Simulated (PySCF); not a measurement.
SMILES c1ccc([SiH2][SiH2]N)o1, singlet (GFN2-xTB optimised geometry):

```
17

N      2.533    -0.759    -1.363
Si     2.057    -1.700     0.000
Si    -0.250    -1.700     0.000
C     -0.875     0.072     0.000
C     -1.934     0.705     0.591
C     -1.864     2.066     0.217
C     -0.765     2.174    -0.577
O     -0.161     0.984    -0.713
H      3.510    -0.661    -1.587
H      2.051     0.107    -1.545
H      2.671    -3.011    -0.242
H      2.620    -1.224     1.283
H     -0.880    -2.366    -1.151
H     -0.855    -2.312     1.192
H     -2.671     0.245     1.217
H     -2.535     2.853     0.499
H     -0.327     3.011    -1.085
```

Method: PySCF with B3LYP/def2-SVP.

Problem. What are the frontier orbital energies and the dipole moment?

Solution. HOMO-2 -7.90 eV, HOMO-1 -6.75 eV, HOMO -6.38 eV, LUMO -0.29 eV, LUMO+1 0.05 eV; dipole moment 1.64 D.

On the same geometry PBE/def2-SVP (PySCF) gives HOMO-2 -6.95 eV, HOMO-1 -5.65 eV, HOMO -5.51 eV, LUMO -1.02 eV, LUMO+1 -0.66 eV; dipole moment 1.69 D.

Meta-Löwdin charges at B3LYP/def2-SVP: N1 -0.68, Si2 0.54, Si3 0.38, C4 -0.06, C5 -0.15, C6 -0.16, C7 0.05, O8 -0.24, H9 0.21, H10 0.21, H11 -0.12, H12 -0.14, H13 -0.09, H14 -0.10, H15 0.12, H16 0.12, H17 0.12.
